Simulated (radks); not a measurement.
Effect of the nuclear size on neutral neon, [Ne]. Method: Dirac Kohn-Sham, LDA (Slater exchange, Perdew-Wang correlation), spin-unpolarised, spherical densities, finite nucleus; Fermi nuclear charge, rms radius 3.0055 fm; computed with a radial shooting solver on a logarithmic mesh with Libxc functionals. The rms radius is varied about that value; shifts are against it.

rms radius (fm) = 2.5396: total energy shift (eV) -0.000336; density at nucleus (e/bohr^3) 640.4; 1s1/2 shift (meV) -0.139
rms radius (fm) = 2.8252: total energy shift (eV) -0.000137; density at nucleus (e/bohr^3) 639.9; 1s1/2 shift (meV) -0.056
rms radius (fm) = 3.0055: total energy shift (eV) 0; density at nucleus (e/bohr^3) 639.6; 1s1/2 shift (meV) 0.000
rms radius (fm) = 3.1798: total energy shift (eV) 0.000140; density at nucleus (e/bohr^3) 639.4; 1s1/2 shift (meV) 0.058
rms radius (fm) = 3.5946: total energy shift (eV) 0.000505; density at nucleus (e/bohr^3) 638.8; 1s1/2 shift (meV) 0.209

Slopes of the eigenvalues against <r^2> in GHz/fm^2, as finite differences over the two radii next to the reference (eigenvalue slopes, not the field-shift constants of lines): 1s1/2 13.0.
